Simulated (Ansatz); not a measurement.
Two members of one family (Series GaH2X), computed with Ansatz in the gas phase. The two geometries come from different levels. Binding counts from free atoms in the multiplicity of their measured ground term, without zero-point energy. The structures are stationary points that may keep the symmetry of their start.

First: GaH2(CCH) (singlet, charge 0, PBE-D4/def2-TZVP geometry).

Cartesian coordinates in Å:
```
Ga -0.529 -1.189 -0.010
H -0.791 -1.865 -1.401
H -0.868 -1.856 1.369
C 0.251 0.567 0.006
C 0.750 1.682 0.014
H 1.187 2.662 0.021
```

```
                 level  HOMO (eV)  LUMO (eV)  gap (eV)  binding per atom (eV)
       PBE-D4/def2-SVP      -6.64      -2.75      3.88                   3.68
      PBE-D4/def2-TZVP      -6.72      -2.81      3.92                   3.67
      PBE0-D4/def2-SVP      -7.85      -1.95      5.90                   3.62
CAM-B3LYP-D4/def2-TZVP      -9.25      -1.10      8.15                   3.60
     ωB97M-V/def2-TZVP     -10.12      -0.25      9.87                   3.60
```

Second: GaH2(NH2) (singlet, charge 0, r2SCAN-D4/def2-TZVP geometry).

Cartesian coordinates in Å:
```
Ga 0.6419 -0.5793 0.0077
H 1.2238 -0.9843 -1.3755
H 1.0856 -1.0987 1.4035
N -0.7044 0.6345 -0.0084
H -1.1629 0.9811 0.8185
H -1.0841 1.0467 -0.8458
```

Question: Estimate how these quantities change from the first to the second (second minus first).

Answer: 
| level | Δ HOMO (eV) | Δ LUMO (eV) | Δ gap (eV) | Δ binding per atom (eV) |
| --- | --- | --- | --- | --- |
| PBE-D4/def2-SVP | 0.71 | 1.42 | 0.71 | -0.84 |
| PBE-D4/def2-TZVP | 0.65 | 1.32 | 0.68 | -0.81 |
| PBE0-D4/def2-SVP | 0.60 | 1.39 | 0.79 | -0.81 |
| CAM-B3LYP-D4/def2-TZVP | 0.43 | 1.26 | 0.84 | -0.73 |
| ωB97M-V/def2-TZVP | 0.36 | 1.22 | 0.86 | -0.75 |
